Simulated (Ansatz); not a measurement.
CH7NSSi can be A, `NCS[SiH3]`, or B, `CS[SiH2]N`.

Gas-phase electronic energies from Ansatz, PBE0-D4/def2-TZVP geometries. CBS: MP2 limit from def2 TZ/QZ plus the TZ coupled-cluster correction, frozen cores. Functionals use def2-TZVPP. B3LYP here is the variant with VWN-RPA as its local correlation; programs differ in this. Each species was taken in one conformer, which may not be the lowest.

A:

```xyz
11

N    -0.719   -1.411   -1.576
C    -0.585   -0.236   -0.757
S    -0.337   -0.778    0.976
Si    0.755    0.893    1.702
H    -1.067   -1.176   -2.496
H     0.165   -1.894   -1.675
H    -1.512    0.336   -0.808
H     0.246    0.431   -1.026
H     1.979    1.117    0.885
H     1.120    0.570    3.103
H    -0.045    2.148    1.673
```

B:

Z-matrix (Å, degrees):
```
C
S 1 1.815
H 1 1.090 2 110.9
H 1 1.090 2 111.0 3 -122.4
H 1 1.090 2 107.2 3 118.7
Si 2 2.131 1 99.5 3 58.1
N 6 1.711 2 116.3 1 -60.9
H 6 1.484 2 102.6 1 177.3
H 6 1.486 2 110.0 1 58.0
H 7 1.006 6 122.2 2 -56.1
H 7 1.005 6 120.8 2 97.5
```

(1) Which isomer does CCSD(T)/CBS put lower? Give the gap. (Best estimate.)

(2) Give E(B) − E(A) in kcal/mol with r2SCAN-D4, PBE-D4, ωB97M-V, HF/def2-TZVPP, CCSD(T)/def2-TZVPP, B3LYP-D4, PBE0-D4. (Best estimate.)

(3) Does the order hold for the free energy at 298.15 K (harmonic terms from PBE0-D4)? (An estimate is asked.)

Largest T1 diagnostic: 0.011.

## Answers

(1) Ansatz gave: B, by 32.6 kcal/mol.

(2) The calculation gave: r2SCAN-D4 -32.5, PBE-D4 -30.3, ωB97M-V -32.6, HF/def2-TZVPP -32.6, CCSD(T)/def2-TZVPP -31.8, B3LYP-D4 -32.1, PBE0-D4 -31.2. None reverses the order clearly.

(3) Ansatz gave: Yes: G(B) − G(A) = -32.2 kcal/mol, for one conformer each. Modes under 60 cm⁻¹, often nearly free rotors, make the harmonic entropy too high.

Leaving LDA and LC-ωPBE aside and taking each functional with its dispersion term where it has one, the values, not all of them listed here, spread over 3.3 kcal/mol, from BHLYP-D4 to revPBE-D4. At CCSD(T), def2-SVP lies +5.2 kcal/mol from the extrapolated value and def2-TZVPP +0.8 kcal/mol.
